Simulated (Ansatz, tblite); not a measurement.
Cost and result up the ladder for In₇As₇ (14 atoms). The state is a singlet with charge 0. Geometry: PBE-D4/def2-SVP.

```
atom   x (Å)   y (Å)   z (Å)
 In1  -0.203  -2.079   0.686
 In2  -0.334   2.423  -0.177
 In3   2.686  -1.316  -0.366
 In4   0.171  -0.063  -2.269
 In5  -2.729  -2.279  -2.040
 In6   1.376   0.727   1.983
 In7  -2.886   1.344   2.199
 As8   1.453   2.303  -2.208
 As9   0.833  -2.572  -1.847
As10  -2.680  -1.204   0.721
As11   2.789   1.352  -0.367
As12  -0.272   2.641   2.459
As13   2.006  -1.810   2.258
As14  -2.211   0.532  -1.032
```

Ansatz on 2 threads of AMD EPYC 7R13 on a shared host and a share (18 GiB) of an NVIDIA H100 80GB HBM3; xTB runs through tblite on one thread. Times are rough, summed over both states, and most runs start from the orbitals of an earlier one. PBE0-D4/def2-TZVP serves as the yardstick here, not as an exact answer. The other state is a triplet.

In the def2 sets In takes a core potential; there is no spin–orbit coupling. The xTB rows come from tblite. Single mean-field runs in def2-TZVP are fitted with def2-universal-jkfit.

xTB has no spin-polarisation term.

| level | functions | wall time |
| --- | --- | --- |
| GFN1-xTB | 126 | 0.18 s |
| GFN2-xTB | 126 | 0.28 s |
| PBE-D4/def2-TZVP (with forces) | 686 | 44 s |
| PBE0-D4/def2-TZVP | 686 | 77 s |

Task: Estimate what each level gives for the vertical triplet (eV).

Result: 
| level | vertical triplet (eV) | difference from PBE0-D4/def2-TZVP (eV) |
| --- | --- | --- |
| GFN1-xTB | 0.92 | 0.04 |
| GFN2-xTB | 0.90 | 0.02 |
| PBE-D4/def2-TZVP (with forces) | 0.75 | -0.13 |
| PBE0-D4/def2-TZVP | 0.88 | 0.00 |
